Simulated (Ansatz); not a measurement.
```yaml
crystal:
  periodic: [false, false, false]
  atoms:
    - {symbol: B, position_ang: [-0.691037, 1.204871, -0.772386]}
    - {symbol: Si, position_ang: [0.579938, -0.116153, -0.140974]}
    - {symbol: N, position_ang: [0.549172, -0.816606, 1.395195]}
    - {symbol: Cl, position_ang: [-0.974536, -0.812512, -1.558068]}
    - {symbol: H, position_ang: [-0.436236, 1.876984, -1.723143]}
    - {symbol: H, position_ang: [-1.663459, 1.411558, -0.110207]}
    - {symbol: H, position_ang: [1.844537, -0.526787, -0.788315]}
    - {symbol: H, position_ang: [1.069029, -1.645662, 1.629496]}
    - {symbol: H, position_ang: [-0.188908, -0.621992, 2.051303]}
basis:
  gaussian: {orbitals: def2-TZVPD}
hamiltonian: {xc: {name: B3LYP5}}
accuracy: high
output: {forces: true}
```

```sh
$ ansatz run in.yaml --threads 2 --pin off --events-out ev --progress --plain --max-ram 4352MiB
```

Shortened log:

```
Functional definition: B3LYP5
  name "B3LYP5"
  cite "Stephens, Devlin, Chabalowski & Frisch, J. Phys. Chem. 98, 11623 (1994) doi:10.1021/j100096a001"
  cite "Becke, Phys. Rev. A 38, 3098 (1988) doi:10.1103/PhysRevA.38.3098"
  cite "Lee, Yang & Parr, Phys. Rev. B 37, 785 (1988) doi:10.1103/PhysRevB.37.785"
  cite "Vosko, Wilk & Nusair, Can. J. Phys. 58, 1200 (1980) doi:10.1139/p80-159"
  parameter a0 = 0.2
  parameter ax = 0.72
  parameter ac = 0.81
  exchange = (1 - a0 - ax)*slater_x + ax*b88_x + a0*exact_x
  correlation = (1 - ac)*vwn5_c + ac*lyp_c
3434 factors; integrals over basis functions are off by at most 3.9e-9 eV
mean field evaluation 1: about -22637.7929 eV, gradient 6.7e1 eV
mean field evaluation 2: about -22622.8888 eV, gradient 9.9e1 eV
mean field evaluation 4: about -22646.8686 eV, gradient 6.1e0 eV
mean field evaluation 8: about -22647.0749 eV, gradient 5.8e-1 eV
mean field evaluation 16: about -22647.0759 eV, gradient 1.2e-4 eV
mean field -22647.07590106 eV, -832.2646886246 hartree, gradient 7.4e-8 eV, S^2 0.000000; 0 other end points of the search recorded, 0 dependent functions left out
the calculation of the forces begins
reference -22647.07594684 eV, -832.2646903070 hartree; 24, 24 occupied and 184, 184 virtual orbitals, 3434 factors
Total energy: -22647.07594684 eV, -832.2646903070 hartree
Atom 0 at    -0.691037     1.204871    -0.772386 Å, force    -0.035954     0.327247     0.059741 eV/Å
Atom 1 at     0.579938    -0.116153    -0.140974 Å, force     0.240009     0.108176    -0.088330 eV/Å
Atom 2 at     0.549172    -0.816606     1.395195 Å, force     0.007663    -0.023663     0.082779 eV/Å
Atom 3 at    -0.974536    -0.812512    -1.558068 Å, force    -0.205932    -0.342658    -0.258845 eV/Å
Atom 4 at    -0.436236     1.876984    -1.723143 Å, force    -0.032988    -0.037161     0.095652 eV/Å
Atom 5 at    -1.663459     1.411558    -0.110207 Å, force     0.086476     0.010038    -0.062827 eV/Å
Atom 6 at     1.844537    -0.526787    -0.788315 Å, force    -0.055304     0.026883     0.044407 eV/Å
Atom 7 at     1.069029    -1.645662     1.629496 Å, force     0.035779    -0.059345     0.053524 eV/Å
Atom 8 at    -0.188908    -0.621992     2.051303 Å, force    -0.039749    -0.009517     0.073899 eV/Å
Dipole moment:     0.297104    -0.261205     0.500089 e Å
```

It took 18 s on 2 threads of an AMD EPYC 9B14 on a shared host, with 1.2 GiB of host memory at the peak.
